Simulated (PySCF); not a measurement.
PySCF job for C₄H₆O₂Si, SMILES Oc1cc([SiH3])co1, TDA-CAM-B3LYP/def2-SVPD. Geometry: r2SCAN-D4/def2-SVP. The geometry has at least one imaginary mode, so it is a saddle point at that level. This is a generated structure with no PubChem entry under its InChIKey; it may be hypothetical. One conformer was computed; it need not be the lowest.

```python
import numpy as np
from pyscf import gto, scf, dft, tdscf

mol = gto.M(
    atom='''
    O     0.54490588   -2.86125364   -0.00000000
    C     0.22106735   -1.56426687   -0.00000000
    C     0.92620503   -0.38862821   -0.00000000
    C    -0.06806809    0.66375818   -0.00000000
    Si    0.24380163    2.50300332   -0.00000000
    C    -1.27679924    0.01804043    0.00000000
    O    -1.10307801   -1.34044524    0.00000000
    H     1.50837864   -2.93099970   -0.00000000
    H     2.00918383   -0.27467328    0.00000001
    H    -0.34349068    3.16026223   -1.20725043
    H     1.71916763    2.73295850    0.00000001
    H    -0.34349069    3.16026224    1.20725043
    H    -2.31202487    0.35031332   -0.00000001
    ''',
    basis='def2-SVPD',
    charge=0,
    spin=0,
    symmetry=True,
    max_memory=1600,
    verbose=4,
)
mf = dft.RKS(mol, xc='cam-b3lyp').density_fit(auxbasis='def2-universal-jkfit')
mf.grids.level = 3
mf.conv_tol = 1e-9
mf.max_cycle = 100
mf.kernel()
mf.grids = dft.Grids(mol).set(level=1).build(with_non0tab=True)  # coarser grid for the response kernel
td = tdscf.TDA(mf)
td.singlet = True
td.nstates = 10
td.conv_tol = 1e-4
td.positive_eig_threshold = 1e-6
td.kernel(x0=td.get_init_guess(mf, 15))
td.analyze()
tt = tdscf.TDA(mf)
tt.singlet = False
tt.nstates = 4
tt.conv_tol = 1e-4
tt.positive_eig_threshold = 1e-6
tt.kernel(x0=tt.get_init_guess(mf, 9))
tt.analyze(verbose=3)
```

It prints:

```
PySCF version 2.14.0

[INPUT] verbose = 4
[INPUT] num. atoms = 13
[INPUT] num. electrons = 60
[INPUT] charge = 0
[INPUT] spin (= nelec alpha-beta = 2S) = 0
[INPUT] symmetry True subgroup None
[INPUT] Mole.unit = angstrom
[INPUT] Symbol           X                Y                Z      unit          X                Y                Z       unit  Magmom
[INPUT]  1 O      0.544905880000  -2.861253640000   0.000000000000 AA    1.029722876865  -5.406985752515   0.000000000000 Bohr   0.0
[INPUT]  2 C      0.221067350000  -1.564266870000   0.000000000000 AA    0.417756746583  -2.956035970031   0.000000000000 Bohr   0.0
[INPUT]  3 C      0.926205030000  -0.388628210000   0.000000000000 AA    1.750273841895  -0.734400881180   0.000000000000 Bohr   0.0
[INPUT]  4 C     -0.068068090000   0.663758180000   0.000000000000 AA   -0.128630047922   1.254321173140   0.000000000000 Bohr   0.0
[INPUT]  5 Si     0.243801630000   2.503003320000   0.000000000000 AA    0.460718309423   4.729990763677   0.000000000000 Bohr   0.0
[INPUT]  6 C     -1.276799240000   0.018040430000   0.000000000000 AA   -2.412800879653   0.034091471869   0.000000000000 Bohr   0.0
[INPUT]  7 O     -1.103078010000  -1.340445240000   0.000000000000 AA   -2.084515332930  -2.533074388577   0.000000000000 Bohr   0.0
[INPUT]  8 H      1.508378640000  -2.930999700000   0.000000000000 AA    2.850422521744  -5.538786704182   0.000000000000 Bohr   0.0
[INPUT]  9 H      2.009183830000  -0.274673280000   0.000000010000 AA    3.796807172605  -0.519057272936   0.000000018897 Bohr   0.0
[INPUT] 10 H     -0.343490680000   3.160262230000  -1.207250430000 AA   -0.649103311541   5.972030096507  -2.281372676463 Bohr   0.0
[INPUT] 11 H      1.719167630000   2.732958500000   0.000000010000 AA    3.248755982918   5.164543074802   0.000000018897 Bohr   0.0
[INPUT] 12 H     -0.343490690000   3.160262240000   1.207250430000 AA   -0.649103330438   5.972030115405   2.281372676463 Bohr   0.0
[INPUT] 13 H     -2.312024870000   0.350313320000  -0.000000010000 AA   -4.369093797483   0.661996232587  -0.000000018897 Bohr   0.0

nuclear repulsion = 343.299690533938
point group symmetry = Cs
symmetry origin: [-1.88972609e-09 -2.20468032e-09  3.14954349e-10]
symmetry axis x: [1.00000000e+00 4.61598173e-10 1.20450773e-09]
symmetry axis y: [ 4.61598173e-10 -1.00000000e+00 -1.51290396e-10]
symmetry axis z: [-1.20450773e-09 -1.51290527e-10  1.00000000e+00]
num. orbitals of irrep A' = 137
num. orbitals of irrep A" = 61
number of shells = 84
number of NR pGTOs = 288
number of NR cGTOs = 198
basis = def2-SVPD
ecp = {}


[settings echo left out]
init E= -596.715641449612
HOMO (A") = -0.221620677977306  LUMO (A") = -0.0370098049239842  gap/eV = 5.02352
cycle= 1 E= -595.416506300304  delta_E=  1.3  |g|= 0.69  |ddm|= 5.79
HOMO (A") = -0.261591649445385  LUMO (A') = 0.0262918343069467  gap/eV = 7.83371
cycle= 2 E= -595.405330204549  delta_E= 0.0112  |g|= 0.783  |ddm|= 1.66
HOMO (A") = -0.27310665265048  LUMO (A') = 0.024133695624208  gap/eV = 8.08832
cycle= 3 E= -595.513281261037  delta_E= -0.108  |g|= 0.067  |ddm|= 0.887
HOMO (A") = -0.277831880032035  LUMO (A') = 0.027520277690678  gap/eV = 8.30906
cycle= 4 E= -595.513854283404  delta_E= -0.000573  |g|= 0.0415  |ddm|= 0.151
HOMO (A") = -0.276201477348628  LUMO (A') = 0.0278653585769648  gap/eV = 8.27408
cycle= 5 E= -595.514231694022  delta_E= -0.000377  |g|= 0.0119  |ddm|= 0.0727
HOMO (A") = -0.275653904198592  LUMO (A') = 0.0277948431197044  gap/eV = 8.25726
cycle= 6 E= -595.514265501558  delta_E= -3.38e-05  |g|= 0.00305  |ddm|= 0.0318
HOMO (A") = -0.276040061293749  LUMO (A') = 0.0277638313259341  gap/eV = 8.26692
cycle= 7 E= -595.514267744106  delta_E= -2.24e-06  |g|= 0.000776  |ddm|= 0.00558
HOMO (A") = -0.276025904881282  LUMO (A') = 0.027750529952685  gap/eV = 8.26618
cycle= 8 E= -595.51426787725  delta_E= -1.33e-07  |g|= 0.000398  |ddm|= 0.00159
HOMO (A") = -0.275991935442216  LUMO (A') = 0.0277635235516707  gap/eV = 8.26561
cycle= 9 E= -595.514267912285  delta_E= -3.5e-08  |g|= 7.11e-05  |ddm|= 0.000746
HOMO (A") = -0.275997083437067  LUMO (A') = 0.0277620456286747  gap/eV = 8.26571
cycle= 10 E= -595.514267914517  delta_E= -2.23e-09  |g|= 2.99e-05  |ddm|= 0.000313
HOMO (A") = -0.275997234136031  LUMO (A') = 0.027762899237286  gap/eV = 8.26573
cycle= 11 E= -595.514267914811  delta_E= -2.94e-10  |g|= 1.21e-05  |ddm|= 8.5e-05
HOMO (A") = -0.27599577282777  LUMO (A') = 0.0277631818599349  gap/eV = 8.26570
Extra cycle  E= -595.51426791483  delta_E= -1.9e-11  |g|= 1.22e-05  |ddm|= 3.4e-05
converged SCF energy = -595.51426791483
tot grids = 52328
Overwritten attributes  positive_eig_threshold  of <class 'pyscf.tdscf.rks.TDA'>


******** <class 'pyscf.tdscf.rks.TDA'> for <class 'pyscf.df.df_jk.DFSymAdaptedRKS'> ********
nstates = 10 singlet
deg_eia_thresh = 1.000e-03
wfnsym = None
conv_tol = 0.0001
eigh lindep = 1e-12
eigh level_shift = 0
eigh max_cycle = 100


Excitation energies (eV)
[5.29535827 5.81569295 6.18317193 6.65392288 6.82956144 6.93723537
 7.04965548 7.46137597 7.62740227 7.69999605]

** Singlet excitation energies and oscillator strengths **
Excited State   1:   A"      5.29536 eV    234.14 nm  f=0.0003
      30 -> 31       -0.68644
Excited State   2:   A'      5.81569 eV    213.19 nm  f=0.1204
      30 -> 32       -0.68386
Excited State   3:   A"      6.18317 eV    200.52 nm  f=0.0014
      30 -> 33       -0.61765
      30 -> 34        0.29574
Excited State   4:   A"      6.65392 eV    186.33 nm  f=0.0015
      30 -> 34       -0.25893
      30 -> 35        0.56980
      30 -> 36        0.25025
Excited State   5:   A'      6.82956 eV    181.54 nm  f=0.0130
      29 -> 32        0.40442
      30 -> 37        0.55488
Excited State   6:   A"      6.93724 eV    178.72 nm  f=0.0154
      30 -> 33       -0.22613
      30 -> 34       -0.32611
      30 -> 36       -0.56036
Excited State   7:   A"      7.04966 eV    175.87 nm  f=0.0000
      30 -> 33        0.19707
      30 -> 34        0.43828
      30 -> 35        0.34721
      30 -> 36       -0.29113
      30 -> 38        0.15845
Excited State   8:   A"      7.46138 eV    166.17 nm  f=0.0012
      29 -> 33        0.10726
      30 -> 34       -0.11857
      30 -> 38        0.60811
      30 -> 42       -0.18770
Excited State   9:   A"      7.62740 eV    162.55 nm  f=0.0064
      29 -> 31        0.57651
      29 -> 33       -0.14513
      29 -> 35        0.16402
      30 -> 40       -0.23623
      30 -> 42       -0.16500
Excited State  10:   A'      7.70000 eV    161.02 nm  f=0.3617
      29 -> 32       -0.44349
      30 -> 37        0.32737
      30 -> 39       -0.18270
      30 -> 41       -0.36716

** Transition electric dipole moments (AU) **
state          X           Y           Z        Dip. S.      Osc.
  1        -0.0000      0.0000      0.0515      0.0027      0.0003
  2         0.8087     -0.4373     -0.0000      0.8452      0.1204
  3        -0.0000     -0.0000      0.0958      0.0092      0.0014
  4         0.0000      0.0000     -0.0973      0.0095      0.0015
  5         0.0556      0.2731      0.0000      0.0777      0.0130
  6         0.0000     -0.0000     -0.3012      0.0908      0.0154
  7         0.0000     -0.0000     -0.0155      0.0002      0.0000
  8        -0.0000     -0.0000     -0.0799      0.0064      0.0012
  9        -0.0000      0.0000      0.1854      0.0344      0.0064
 10         0.5347      1.2772      0.0000      1.9172      0.3617

** Transition velocity dipole moments (imaginary part, AU) **
state          X           Y           Z        Dip. S.      Osc.
  1         0.0000     -0.0000     -0.0016      0.0000      0.0000
  2        -0.0260      0.0109      0.0000      0.0008      0.0025
  3         0.0000     -0.0000      0.0204      0.0004      0.0012
  4        -0.0000     -0.0000     -0.0412      0.0017      0.0046
  5         0.0283      0.0150      0.0000      0.0010      0.0027
  6         0.0000     -0.0000     -0.0805      0.0065      0.0169
  7        -0.0000      0.0000     -0.0235      0.0006      0.0014
  8        -0.0000     -0.0000     -0.0429      0.0018      0.0045
  9         0.0000     -0.0000      0.0187      0.0003      0.0008
 10         0.0282      0.1912      0.0000      0.0373      0.0880

** Transition magnetic dipole moments (imaginary part, AU) **
state          X           Y           Z
  1        -0.3189      0.1491      0.0000
  2        -0.0000     -0.0000      0.3379
  3         0.0024     -0.5733     -0.0000
  4        -0.1962     -0.2044     -0.0000
  5         0.0000      0.0000      0.1252
  6         0.1669      0.0937     -0.0000
  7        -0.2129     -0.0256      0.0000
  8        -0.5227      0.0372     -0.0000
  9         0.2913      0.4593     -0.0000
 10         0.0000      0.0000     -0.1844


******** <class 'pyscf.tdscf.rks.TDA'> for <class 'pyscf.df.df_jk.DFSymAdaptedRKS'> ********
nstates = 4 triplet
deg_eia_thresh = 1.000e-03
wfnsym = None
conv_tol = 0.0001
eigh lindep = 1e-12
eigh level_shift = 0
eigh max_cycle = 100


Excitation energies (eV)
[3.6937698  5.02540605 5.15641486 6.06599639]

** Triplet excitation energies and oscillator strengths **
Excited State   1:   A'      3.69377 eV    335.66 nm  f=0.0000
Excited State   2:   A'      5.02541 eV    246.71 nm  f=0.0000
Excited State   3:   A"      5.15641 eV    240.45 nm  f=0.0000
Excited State   4:   A'      6.06600 eV    204.39 nm  f=0.0000
```

The run converged.
